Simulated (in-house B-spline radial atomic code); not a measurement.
Computed with a B-spline radial atomic code. Model: two electrons, singlet ground state, non-relativistic, full CI in B-splines with partial waves to l = 8 (at full coupling up to 3e-4 hartree above the limit, correlation up to 0.6 % small), density held at that of full coupling by Lieb maximisation.

Along the adiabatic connection the electron repulsion is scaled by a coupling λ while a local potential keeps the density fixed. At λ = 0 the system is the Kohn-Sham one and W equals the exchange energy; the exchange-correlation energy is the area under W between 0 and 1. The kinetic energy rises with λ as the electrons avoid each other, with dT/dλ = −λ dW/dλ.

Command:
```bash
python run_ac.py task.json out
```
Settings (lengths in bohr, energies in hartree):
```
potential              coulomb
strength               6.96
lmax                   8
wall_radius            0.653
```

Run time, properties included: 2 s on 1 thread of Intel(R) Xeon(R) Processor @ 2.30GHz, on a shared host.

**W = mean repulsion less Hartree energy, and W of three functionals.**

Given: confinement point charge; nuclear charge 6.96; hard wall radius 0.653 bohr; external potential -Z/r.

Computed: LDA exchange minus exact 637.26 millihartree; PBE exchange minus exact 116.94 millihartree.

| coupling | W xc (hartree) | W xc minus exchange (millihartree) | kinetic minus Kohn-Sham (millihartree) | LDA (PW92) W minus its exchange (millihartree) | PBE W minus its exchange (millihartree) | SCAN W minus its exchange (millihartree) |
| --- | --- | --- | --- | --- | --- | --- |
| 0 | -4.4186 | 0 | 0 | 0 | 0 | 0 |
| 0.02 | -4.4205 | -1.848 | 0 | -15.49 | -2.01 | -1.87 |
| 0.05 | -4.4232 | -4.612 | 0.1 | -33.11 | -5.05 | -4.66 |
| 0.12 | -4.4297 | -11.032 | 0.7 | -66.81 | -12.17 | -11.07 |
| 0.25 | -4.4415 | -22.828 | 2.8 | -117.64 | -25.44 | -22.75 |
| 0.4 | -4.4549 | -36.242 | 7.2 | -166.81 | -40.7 | -35.92 |
| 0.6 | ? | ? | ? | ? | ? | ? |
| 0.8 | -4.4897 | -71.019 | 28 | -273.1 | -80.78 | -69.68 |
| 1 | -4.5065 | -87.884 | 43.2 | -318.06 | -100.35 | -85.91 |
| 1.4 | -4.5393 | -120.62 | 82.4 | -397.65 | -138.46 | -117.24 |
| 2 | ? | ? | ? | ? | ? | ? |
| 3 | -4.6582 | -239.58 | 341.7 | -638.48 | -277.04 | -230 |
| 4.5 | -4.7549 | -336.25 | 702.7 | -804.18 | -389.1 | -321.23 |
| 7 | -4.8909 | -472.24 | 1478.8 | -1014 | -546.05 | -450.13 |
| 10 | -5.0226 | -603.96 | 2591 | -1202.5 | -698.22 | -576.55 |

(1) What belongs in the row 0.6?

(2) What belongs in the row 2?

(3) What is the SCAN exchange minus exact?

**Energy parts, natural occupations and partial-wave weights.**

Computed: total energy -43.2851 hartree; exchange energy -4.4186 hartree; correlation energy -0.044694 hartree; kinetic part of the DFT correlation energy 0.04319 hartree; initial slope twice GL2 -0.092532 hartree; Hartree energy 8.8373 hartree; Kohn-Sham kinetic 49.438 hartree.

```json
{"natural": "s", "occupation of the shell (electrons)": "1.9991"}
{"natural": "p", "occupation of the shell (electrons)": "?"}
{"natural": "s", "occupation of the shell (electrons)": "0.0002461"}
{"natural": "d", "occupation of the shell (electrons)": "3.468e-05"}
{"natural": "p", "occupation of the shell (electrons)": "1.929e-05"}
{"natural": "f", "occupation of the shell (electrons)": "4.7872e-06"}
```

(4) What belongs in the row p?

| wave | weight |
| --- | --- |
| s | 0.99965 |
| p | 0.00032571 |
| d | ? |
| f | 2.8301e-06 |
| g | 6.7666e-07 |

(5) What belongs in the row d?

(6) What is the Lieb Oxford ratio E_xc over LDA exchange?

(7) What is the kinetic part over minus potential part?

Results:

(1) W xc (hartree): -4.4724; W xc minus exchange (millihartree): -53.808; kinetic minus Kohn-Sham (millihartree): 16; LDA (PW92) W minus its exchange (millihartree): -223.33; PBE W minus its exchange (millihartree): -60.88; SCAN W minus its exchange (millihartree): -53.02.

(2) W xc (hartree): -4.586; W xc minus exchange (millihartree): -167.37; kinetic minus Kohn-Sham (millihartree): 161.8; LDA (PW92) W minus its exchange (millihartree): -499.27; PBE W minus its exchange (millihartree): -192.97; SCAN W minus its exchange (millihartree): -161.7.

(3) 9.217 millihartree.

(4) occupation of the shell (electrons): 0.00063054.

(5) weight: 1.9144e-05.

(6) 1.1803.

(7) 0.49144.

Half-way to full coupling W has made 51 % of its drop, against 50 % for a straight line, and second-order (GL2) theory, half the initial slope, overshoots the correlation energy by about 3 %: correlation is weak here. Over couplings 0 to 1 the errors in E_xc come to about +496 millihartree for LDA, +111 millihartree for PBE, +10 millihartree for SCAN, so SCAN is nearest. In LDA and PBE the errors of exchange and correlation have opposite signs, so the sum is smaller than the larger of the two.
